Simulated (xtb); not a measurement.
BiCl2, doublet, geometry from GFN2-xTB (such geometries of metal compounds can be far from the true shape) (the spin is typed, not shown lowest), atoms displaced at random by about 0.1 Å a coordinate. Base run: GFN1-xTB (xtb 6.7.1).

Here is a job for xtb.
```
$ xtb mol.xyz --gfn 1 --uhf 1 --opt --json

# file mol.xyz
3

Bi     0.30125883    -0.06608296     0.38751873
Cl     0.77492730     0.30073505    -2.05397257
Cl    -2.15333450    -0.29193493     0.16255146
```

Variants of this job, named by their change:

```csv
change,ΔE vs base (mEh),optimiser steps
base,0.000,8
opt level = sloppy,0.004,5
engine = lbfgs,0.000,-
opt level = tight,0.000,8
opt level = extreme,0.000,8
opt level = crude,0.004,5
alpb = thf,-12.170,7
alpb = water,-10.061,8
engine = inertial,0.006,-
opt level = loose,0.004,5
```
